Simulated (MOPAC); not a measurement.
Job for MOPAC: AM1 on GaH2I (SMILES [GaH2][I]), a point of a bond scan (R = 2.010 Å).

```
AM1 1SCF PRECISE CHARGE=0 THREADS=1
GaH2I

Ga    -0.82101660 1    -1.27596731 1     0.21510403 1
H     -0.27059022 1    -2.26514816 1     1.28725685 1
H     -2.09922929 1    -1.41786168 1    -0.66637083 1
I      0.25574135 1     0.39745555 1    -0.06700351 1
```

Program output:

```
*******************************************************************************
 **                                                                           **
 **                              MOPAC v23.2.5                                **
 **                                                                           **
 *******************************************************************************
 ** MOPAC's Digital Object Identifier: https://doi.org/10.5281/zenodo.6511958 **
 **                                                                           **
 ** Please cite the open-source release paper for use of this MOPAC version:  **
 ** J. E. Moussa and J. J. P. Stewart (2026)                                  **
 ** MOPAC: An open-source semiempirical molecular orbital program             **
 ** J. Open Source Softw., 11(119), 8025, https://doi.org/10.21105/joss.08025 **
 *******************************************************************************

                              AM1 CALCULATION RESULTS

 *******************************************************************************
 *  AM1        - The AM1 Hamiltonian to be used
 *
 *
 *
 *                 CHARGE ON SYSTEM = 0
 *
 *
 *
 *  PRECISE    - TIGHTER CRITERIA TO BE USED
 *  1SCF       - DO 1 SCF AND THEN STOP
 *  THREADS=1  - MULTI-THREADING NOT USED
 *  T=         - A TIME OF 172800.0 SECONDS REQUESTED
 *  DUMP=N     - RESTART FILE WRITTEN EVERY 7200.0 SECONDS REQUESTED
 *******************************************************************************
AM1 1SCF PRECISE CHARGE=0 THREADS=1
 GaH2I

   ATOM   CHEMICAL          X               Y               Z
  NUMBER   SYMBOL      (ANGSTROMS)     (ANGSTROMS)     (ANGSTROMS)

     1      Ga         -0.82101660  *  -1.27596731  *   0.21510403  *
     2       H         -0.27059022  *  -2.26514816  *   1.28725685  *
     3       H         -2.09922929  *  -1.41786168  *  -0.66637083  *
     4       I          0.25574135  *   0.39745555  *  -0.06700351  *



          CARTESIAN COORDINATES

    NO.       ATOM           X           Y           Z

     1        Ga         -0.8210     -1.2760      0.2151
     2         H         -0.2706     -2.2651      1.2873
     3         H         -2.0992     -1.4179     -0.6664
     4         I          0.2557      0.3975     -0.0670

  H: (AM1): M.J.S. DEWAR ET AL, J. AM. CHEM. SOC. 107 3902-3909 (1985)
 Ga: (AM1): J. J. P. STEWART, J. MOL. MOD., 10, 155-164 (2004)
  I: (AM1): M.J.S. DEWAR AND E. G. ZOEBISCH, THEOCHEM, 180, 1 (1988).

           Empirical Formula: H2 Ga I  =     4 atoms



      MOLECULAR POINT GROUP   :   C2v


      RHF CALCULATION, NO. OF DOUBLY OCCUPIED LEVELS = 6


 -------------------------------------------------------------------------------
 AM1 1SCF PRECISE CHARGE=0 THREADS=1
 GaH2I



     1SCF WAS SPECIFIED, SO BFGS WAS NOT USED
     SCF FIELD WAS ACHIEVED


                              AM1 CALCULATION
                                                       MOPAC v23.2.5 Linux




          FINAL HEAT OF FORMATION =         31.14460 KCAL/MOL =     130.30899 KJ/MOL


          COSMO AREA              =         97.00 SQUARE ANGSTROMS
          COSMO VOLUME            =         82.51 CUBIC ANGSTROMS

          IONIZATION POTENTIAL    =         10.343203 EV
          HOMO LUMO ENERGIES (EV) =        -10.343 -1.846
          NO. OF FILLED LEVELS    =          6
          MOLECULAR WEIGHT        =        198.6553         POINT GROUP:  C2v

          MOLECULAR DIMENSIONS (Angstroms)

            Atom       Atom       Distance
            I     4    H     2     3.03323
            H     3    H     2     2.48835
           Ga     1    H     2     0.00000


          SCF CALCULATIONS        =          1





   ATOM   CHEMICAL          X               Y               Z
  NUMBER   SYMBOL      (ANGSTROMS)     (ANGSTROMS)     (ANGSTROMS)

     1      Ga         -0.82101660  *  -1.27596731  *   0.21510403  *
     2       H         -0.27059022  *  -2.26514816  *   1.28725685  *
     3       H         -2.09922929  *  -1.41786168  *  -0.66637083  *
     4       I          0.25574135  *   0.39745555  *  -0.06700351  *

                             CARTESIAN COORDINATES

   1   Ga       -0.821016600    -1.275967310     0.215104030
   2    H       -0.270590220    -2.265148160     1.287256850
   3    H       -2.099229290    -1.417861680    -0.666370830
   4    I        0.255741350     0.397455550    -0.067003510


           Empirical Formula: H2 Ga I  =     4 atoms



      MOLECULAR POINT GROUP   :   C2v


                  EIGENVALUES
 -30.72694 -14.75039 -12.83130 -11.73071 -11.64182 -10.34320  -1.84645  -1.02830
   0.69288   1.47178


              NET ATOMIC CHARGES AND DIPOLE CONTRIBUTIONS

  ATOM NO.   TYPE          CHARGE      No. of ELECS.   s-Pop       p-Pop
    1         Ga          -0.015045        3.0150     0.25043     2.76461
    2          H           0.021481        0.9785     0.97852
    3          H           0.021481        0.9785     0.97852
    4          I          -0.027917        7.0279     1.96099     5.06693
 DIPOLE           X         Y         Z       TOTAL
 POINT-CHG.    -0.219    -0.341     0.058     0.410
 HYBRID        -0.393    -0.611     0.103     0.734
 SUM           -0.612    -0.952     0.160     1.143


          ATOMIC ORBITAL ELECTRON POPULATIONS

     Atom    s        px        py        pz
    1 Ga   0.25043   0.94724   1.00881   0.80856
    2  H   0.97852
    3  H   0.97852
    4  I   1.96099   1.72613   1.61381   1.72699

 **********************
 *                    *
 * JOB ENDED NORMALLY *
 *                    *
 **********************




 == MOPAC DONE ==
```

The run finished.

Cost: very roughly 0.03 core-seconds.
